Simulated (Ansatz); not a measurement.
Coupled-cluster diagnostics for the cluster Sn₂O₄⁺, Ansatz.

Geometry of the doublet (PBE-D4/def2-SVP):

```tsv
atom	x (Å)	y (Å)	z (Å)
Sn1	-2.383	-0.582	-0.728
Sn2	2.001	0.382	1.188
O3	0.362	-1.129	0.588
O4	-0.714	0.553	-0.875
O5	0.745	1.757	0.486
O6	-0.010	-0.981	-0.660
```

In the def2 sets Sn takes a core potential; there is no spin–orbit coupling. Correlated methods freeze 12 core orbitals; core or outer-core shells of Sn are correlated, in sets that lack core-valence functions. The structure holds one bond between oxygen atoms, so isomers without such links may lie far lower. Another isomer (doublet) lies 3.10 eV lower at PBE0-D4/def2-TZVP; other spin states weren't run for this one.

Q: Estimate the CCSD(T) correlation energy, the shares of MP2 and (T), T1 and the reference's ⟨S²⟩ for: charge 1, doublet, own geometry in def2-SVP; and the rough time on 4 threads of INTEL XEON PLATINUM 8581C on a shared host.

A: 
| state | basis | correlation (eV) | MP2 share (%) | (T) share (%) | T1 | ⟨S²⟩ (pure) | wall time | remarks |
| --- | --- | --- | --- | --- | --- | --- | --- | --- |
| charge 1, doublet, own geometry | def2-SVP | -25.371 | 87.4 | 4.4 | 0.049 | 1.45 (0.75) | 42 s | large T1, spin-contaminated |
Customary marks for T1 are 0.02 (closed shells), 0.045 (open shells) and about 0.05 (3d metals). T1 exceeds 0.02 in 1 of 1 rows and 0.045 in 1; the higher it lies, the less the single-reference result can be trusted.
